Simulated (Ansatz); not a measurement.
Input file for Ansatz (a quantum-chemistry and plane-wave program): R-B2PLYP/def2-TZVPPD on C2H2N2 (a complex). Files ending in .json are basis or fitting sets from the Basis Set Exchange.

Ansatz 0.2 input:
```yaml
crystal:
  periodic: [false, false, false]
  atoms:
    - {symbol: C, position_ang: [-0.43737409, 0.42783225, -1.03061636]}
    - {symbol: C, position_ang: [-0.04093733, 0.04010681, 0.03031240]}
    - {symbol: H, position_ang: [-0.79032340, 0.77302012, -1.97158665]}
    - {symbol: H, position_ang: [0.30879242, -0.30193930, 0.97438525]}
    - {symbol: N, position_ang: [0.44239913, -0.43462741, 4.64293110]}
    - {symbol: N, position_ang: [0.51603834, -0.50556508, 3.55717905]}
basis:
  gaussian:
    orbitals: def2-TZVPPD.json
hamiltonian:
  xc: {name: B2PLYP}
magnetization: {spin_polarized: false}
correlation: {electrons: outside_noble_gas}
scf: {lower_state_search: off}
```

The head of its log:

```
WARN ansatz: RAYON_NUM_THREADS=1 ignored (pool sized by the plan → 1); use --threads N
Functional definition: B2PLYP
these checks for a lower state are left out or cut short: stability, starts, cluster_reference, orbital_swaps, neighbouring_geometries, increment
integrals: 0.23 GiB planned
1106 factors; integrals over basis functions are off by at most 8.9e-4 eV
mean field: 0.64 GiB planned
mean field evaluation 1: about -5073.6875 eV, gradient 3.7e1 eV
mean field evaluation 2: about -5073.6902 eV, gradient 3.7e1 eV
mean field evaluation 4: about -5076.8014 eV, gradient 2.2e0 eV
mean field evaluation 8: about -5076.8120 eV, gradient 3.5e-2 eV
mean field evaluation 16: about -5076.8120 eV, gradient 1.5e-6 eV
mean field -5076.81196989 eV, -186.5693987067 hartree, gradient 1.5e-6 eV, S^2 0.000000; 0 other end points of the search recorded, 0 dependent functions left out
4 core orbitals not correlated
reference -5076.81212887 eV, -186.5694045491 hartree; 10, 10 occupied and 168, 168 virtual orbitals, 1106 factors
```

Question: Predict the final total energy.

Answer: -186.7981 hartree.
